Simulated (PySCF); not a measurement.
C6H2N4S2, SMILES c1c2c(cc3N=S=Nc13)nsn2. Heavy atoms are numbered as in [cH:1]1[c:2]2[c:3]([cH:4][c:5]3[n:6][s:7][n:8][c:9]13)[N:10]=[S:11]=[N:12]2. Hydrogens are named by the atom that carries them.

The structure is a stationary point at B3LYP-D3(BJ)/def2-SVP.

The numbers are results of PBE/def2-SVP in PySCF, not measurements.

ESP charges are fitted to the potential on shells at 1.4 to 2.0 van der Waals radii. Atomic charges (e), one atom of each kind:

| atom | meta-Löwdin | ESP fit | Löwdin |
|---|---|---|---|
| C1 (CH) | -0.12 | -0.67 | -0.02 |
| C2 | 0.06 | 0.43 | -0.05 |
| N6 | -0.39 | -0.42 | -0.28 |
| S7 | 0.65 | 0.37 | 0.65 |
| H on C1 | 0.14 | 0.28 | 0.05 |

Computed Mayer and Wiberg (Löwdin basis) orders of the bonds:
```json
[
 {"bond": "C1–C2", "Mayer": "1.27", "Wiberg": "1.38"},
 {"bond": "C2–C3", "Mayer": "1.07", "Wiberg": "1.11"},
 {"bond": "C3–C4", "Mayer": "1.27", "Wiberg": "1.38"},
 {"bond": "C4–C5", "Mayer": "1.27", "Wiberg": "1.38"},
 {"bond": "C5–N6", "Mayer": "1.39", "Wiberg": "1.54"},
 {"bond": "N6–S7", "Mayer": "1.29", "Wiberg": "1.50"},
 {"bond": "S7–N8", "Mayer": "1.29", "Wiberg": "1.50"},
 {"bond": "C1–C9", "Mayer": "1.27", "Wiberg": "1.38"},
 {"bond": "C5–C9", "Mayer": "1.07", "Wiberg": "1.11"},
 {"bond": "N8–C9", "Mayer": "1.39", "Wiberg": "1.54"},
 {"bond": "C3–N10", "Mayer": "1.39", "Wiberg": "1.54"},
 {"bond": "N10–S11", "Mayer": "1.29", "Wiberg": "1.50"},
 {"bond": "C2–N12", "Mayer": "1.39", "Wiberg": "1.54"},
 {"bond": "S11–N12", "Mayer": "1.29", "Wiberg": "1.50"}
]
```
